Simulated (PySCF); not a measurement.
C3H2O. Atoms are numbered in the order given.

```xyz
6

C     -0.1019     1.8405     0.0000
C      0.2804     0.5657     0.0000
C     -0.0054    -0.7045     0.0000
O     -0.0639    -1.8770     0.0000
H      0.6321     2.6587     0.0000
H     -1.1597     2.1466     0.0000
```

Coordinates come from a r2SCAN-D4/def2-SVP optimisation.

Level of theory: KT2/pcSseg-2 (PySCF).

GIAO shieldings, no solvent; atoms listed in one row are averaged. δ = σ(ref) − σ: ¹³C against TMS (σ = 184.2 ppm); ¹⁷O against H2O (σ = 324.0 ppm); ¹H against TMS (σ = 31.47 ppm), references at their B3LYP-D3(BJ)/def2-TZVP geometries, non-relativistic.

```json
[
 {"nucleus": "¹³C", "atoms": "C3", "count": "1", "δ (ppm)": "233.6"},
 {"nucleus": "¹³C", "atoms": "C2", "count": "1", "δ (ppm)": "192.8"},
 {"nucleus": "¹³C", "atoms": "C1", "count": "1", "δ (ppm)": "174.7"},
 {"nucleus": "¹⁷O", "atoms": "O4", "count": "1", "δ (ppm)": "573.8"},
 {"nucleus": "¹H", "atoms": "H6", "count": "1", "δ (ppm)": "9.09"},
 {"nucleus": "¹H", "atoms": "H5", "count": "1", "δ (ppm)": "8.67"}
]
```
